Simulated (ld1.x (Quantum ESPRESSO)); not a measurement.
Mn (Z = 25): excitation energies, all-electron against TM

* Element: manganese
* Generator: ld1.x (Quantum ESPRESSO) 7.5
* Type: norm-conserving Troullier–Martins (Kleinman–Bylander form)
* Functional: PBEsol
* Relativity: scalar-relativistic
* Frozen core: [Ar]
* Valence charge: 7
* Reference configuration: 3d5 4s0.5 4p0 (charge +1.5)
* Partial waves: 4s (bound): rc 2.25 bohr; 3d (bound): rc 0.95 bohr; 4p (bound, empty): rc 2.35 bohr
* Local potential: the p channel
* Core correction: a·sin(br)/r model core inside 0.80 bohr

Energies are relative to the spin-unpolarised reference configuration 3d5 4s0.5 4p0; without spin polarisation the order of configurations can differ from experiment.

| valence configuration | charge | ΔE all-electron (eV) | error AE − PS (meV) |
| --- | --- | --- | --- |
| 3d5 4s2 4p0 | 0 | -15.270 | -52 |
| 3d5 4s1 4p0 | +1 | -6.837 | -6.5 |
| 3d5 4s0 4p0 | +2 | 8.674 | -7.5 |
| 3d5 4s0 4p1 | +1 | -2.078 | -0.9 |
| 3d6 4s1 4p0 | 0 | -15.635 | -308 |
| 3d5 4s1.5 4p0 | +0.5 | -11.899 | -25 |
| 3d5 4s0 4p2 | 0 | -7.309 | -2.5 |

Note: ghost state, extra bound levels that the all-electron valence spectrum of the same l lacks: s at -58.4 eV. A true bound ghost makes a file unfit for plane-wave use.
